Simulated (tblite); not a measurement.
Species: C6H4NO (doublet state).
Bonds: C1–C2 (triple), C2–C3, C3–N4 (aromatic), N4–C5 (aromatic), C5–C6, C5–C7 (aromatic), C7–O8 (aromatic), C3–O8 (aromatic). Hydrogens: H9, H10, H11 on C6; H12 on C7.
Bond orders are those of one Lewis drawing.

Computed with GFN2-xTB (tblite), gas phase: L-BFGS steps from a force-field or distance-geometry start until the largest atomic force falls under 0.01 eV/Å.

Step 6: E = -590.0229 eV
```
atom  x, y, z in Å  |  force x, y, z in eV/Å
C1      4.1212    0.5781   -0.0256    0.324   0.066   0.048
C2      2.9432    0.3516   -0.0232   -0.712  -0.068  -0.089
C3      1.5621    0.0213    0.0158   -0.167  -0.051   0.013
N4      0.5494    0.8281   -0.1111   -0.250   0.096   0.007
C5     -0.5793    0.0514   -0.0172    0.120   0.123   0.001
C6     -1.9650    0.5969   -0.1135    0.133  -0.003  -0.001
C7     -0.1656   -1.2415    0.1742    0.179   0.024  -0.010
O8      1.1882   -1.2602    0.1978   -0.140  -0.240   0.045
H9     -2.1085    1.0906   -1.0742    0.075  -0.004   0.025
H10    -2.7148   -0.1885   -0.0112    0.230  -0.022  -0.003
H11    -2.1370    1.3404    0.6647    0.106  -0.016  -0.027
H12    -0.6927   -2.1688    0.2975    0.100   0.094  -0.008
```

Step 7: E = -590.0355 eV
```
atom  x, y, z in Å  |  force x, y, z in eV/Å
C1      4.1073    0.5753   -0.0234   -0.103  -0.012   0.075
C2      2.9229    0.3509   -0.0267    0.096   0.084  -0.149
C3      1.5545    0.0168    0.0163   -0.058   0.043   0.013
N4      0.5465    0.8320   -0.1103   -0.097   0.028   0.030
C5     -0.5723    0.0557   -0.0176   -0.101   0.003   0.014
C6     -1.9582    0.5964   -0.1135    0.076   0.009  -0.006
C7     -0.1567   -1.2394    0.1741   -0.108  -0.066  -0.004
O8      1.1890   -1.2675    0.1993   -0.133  -0.040   0.029
H9     -2.1059    1.0908   -1.0729    0.087  -0.001   0.005
H10    -2.7055   -0.1897   -0.0114    0.199  -0.050   0.003
H11    -2.1330    1.3402    0.6633    0.112  -0.010  -0.009
H12    -0.6874   -2.1622    0.2968    0.031   0.012   0.000
```

Step 8: E = -590.0380 eV
```
atom  x, y, z in Å  |  force x, y, z in eV/Å
C1      4.1048    0.5749   -0.0219   -0.130  -0.013   0.090
C2      2.9196    0.3518   -0.0296    0.137   0.079  -0.177
C3      1.5524    0.0167    0.0167   -0.042   0.042   0.013
N4      0.5443    0.8331   -0.1097   -0.054  -0.021   0.049
C5     -0.5728    0.0566   -0.0174   -0.043  -0.068   0.020
C6     -1.9558    0.5965   -0.1136    0.021   0.025  -0.010
C7     -0.1569   -1.2403    0.1740   -0.118   0.040  -0.018
O8      1.1871   -1.2694    0.2000   -0.097   0.041   0.025
H9     -2.1041    1.0908   -1.0726    0.083   0.004  -0.005
H10    -2.7009   -0.1907   -0.0114    0.165  -0.061   0.004
H11    -2.1306    1.3400    0.6630    0.104   0.000   0.000
H12    -0.6860   -2.1609    0.2967   -0.026  -0.066   0.009
```

Step 9: E = -590.0450 eV
```
atom  x, y, z in Å  |  force x, y, z in eV/Å
C1      4.0972    0.5742   -0.0148   -0.138  -0.001   0.145
C2      2.9104    0.3557   -0.0431    0.145   0.029  -0.272
C3      1.5454    0.0173    0.0179    0.029   0.019   0.015
N4      0.5369    0.8353   -0.1065    0.097  -0.082   0.099
C5     -0.5743    0.0568   -0.0164   -0.012  -0.058   0.003
C6     -1.9491    0.5975   -0.1142   -0.076   0.039  -0.015
C7     -0.1605   -1.2401    0.1731   -0.113   0.034  -0.008
O8      1.1794   -1.2728    0.2026    0.054   0.223   0.022
H9     -2.0966    1.0910   -1.0720    0.057   0.023  -0.047
H10    -2.6833   -0.1952   -0.0113    0.023  -0.088   0.007
H11    -2.1209    1.3396    0.6620    0.066   0.036   0.035
H12    -0.6833   -2.1598    0.2967   -0.132  -0.172   0.015
```

**Question.** Estimate the geometry and energy of step 10. (The exact step hangs on the optimiser's Hessian estimate; all steps are aligned on step 9, rigid shifts and turns removed.)

**Answer.** E = -590.0519 eV, largest force 0.335 eV/Å
```
atom  x, y, z in Å  |  force x, y, z in eV/Å
C1      4.0887    0.5739   -0.0043   -0.074   0.026   0.186
C2      2.9018    0.3602   -0.0633    0.066  -0.041  -0.326
C3      1.5390    0.0186    0.0195    0.112  -0.012   0.011
N4      0.5304    0.8363   -0.1011    0.128  -0.067   0.117
C5     -0.5775    0.0568   -0.0153    0.118  -0.078   0.003
C6     -1.9430    0.5992   -0.1151   -0.175   0.050  -0.017
C7     -0.1670   -1.2412    0.1723   -0.015   0.105   0.002
O8      1.1717   -1.2724    0.2060    0.150   0.244   0.021
H9     -2.0874    1.0916   -1.0724    0.015   0.040  -0.080
H10    -2.6637   -0.2019   -0.0110   -0.128  -0.087   0.006
H11    -2.1090    1.3398    0.6617    0.012   0.065   0.059
H12    -0.6828   -2.1615    0.2969   -0.208  -0.246   0.018
```

The energy changes by -0.0068 eV. The first-order estimate −F·Δx gives -0.0095 eV and the mean of the old and new forces, exact on a quadratic surface, -0.0066 eV. The step makes an angle of 65° with the force vector and moves no atom by more than 0.022 Å.

The cost below is that of the whole relaxation. Time: 0.19 s. Hardware: an Arm Neoverse V2 with one thread, no GPU, on a shared host.
